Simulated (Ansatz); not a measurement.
Program: Ansatz. Geometries: PBE0-D4/def2-TZVP. ΔE: electronic, gas phase. CCSD(T)/CBS adds triple-zeta CCSD(T) − MP2 to the extrapolated MP2 energy (def2 sets, frozen cores). This one scheme is used for every species. DFT in def2-TZVPP. One conformer a species, not always the lowest.

Reaction (cleavage of the Si–Si bond): `B[SiH]([SiH3])Cl` + silanol → `B[SiH](Cl)O[SiH3]` + SiH₄

`B[SiH]([SiH3])Cl`:

Z-matrix (Å, degrees):
```
Si
Si 1 2.353
Cl 1 2.073 2 107.5
B 1 1.990 2 107.4 3 123.1
H 1 1.489 2 108.3 3 -115.5
H 2 1.488 1 109.7 3 174.7
H 2 1.486 1 110.0 3 -65.4
H 2 1.486 1 109.3 3 54.6
H 4 1.193 1 123.0 2 -104.1
H 4 1.197 1 118.3 2 71.4
```

`O[SiH3]`:

```xyz
6

O     0.252   -1.237   -0.218
Si   -0.007    0.330    0.217
H    -0.008   -1.506   -1.099
H     0.731    1.275   -0.666
H     0.485    0.453    1.608
H    -1.452    0.685    0.159
```

`B[SiH](Cl)O[SiH3]`:

Z-matrix (Å, degrees):
```
Si
Cl 1 2.077
O 1 1.626 2 110.0
B 1 1.996 2 98.9 3 119.6
H 1 1.484 2 106.2 3 -117.4
Si 3 1.642 1 145.4 2 -48.3
H 4 1.194 1 120.4 2 -88.0
H 4 1.195 1 120.7 2 86.3
H 6 1.486 3 110.1 1 -48.0
H 6 1.482 3 107.6 1 -167.6
H 6 1.484 3 109.9 1 72.6
```

SiH₄:

```xyz
5

Si    0.000    0.000    0.000
H     0.964   -0.010   -1.129
H    -0.509    1.380    0.204
H     0.680   -0.465    1.235
H    -1.135   -0.905   -0.311
```

```csv
level,ΔE (kcal/mol)
revPBE-D4,-21.5
r2SCAN0-D4,-26.3
PBE,-20.6
revPBE,-20.1
BLYP,-25.8
CCSD/def2-SVP,-28.1
CCSD/def2-TZVPP,-28.5
CCSD/CBS(def2),-28.1
```

What does CCSD(T)/CBS give? (Estimate.)

Ansatz gave: -27.3 kcal/mol. The listed levels differ from it by 5.8, 1.0, 6.7, 7.2, 1.5, -0.8, -1.2, -0.8 kcal/mol.

Largest T1 diagnostic among the species: 0.012.

In def2-TZVPP, CCSD(T) changes the Hartree–Fock value by +6.1 kcal/mol (the triples alone add +0.8 kcal/mol) and MP2 by +4.8 kcal/mol. From r2SCAN to r2SCAN0 (25 % exact exchange), in def2-TZVPP and without D4, ΔE moves by −0.8 kcal/mol. Leaving LDA and LC-ωPBE aside and taking each functional with its dispersion term where it has one, the values, not all of them listed here, spread over 9.5 kcal/mol, from BHLYP-D4 to PBE-D4. LDA lies −1.0 kcal/mol from PBE without D4.
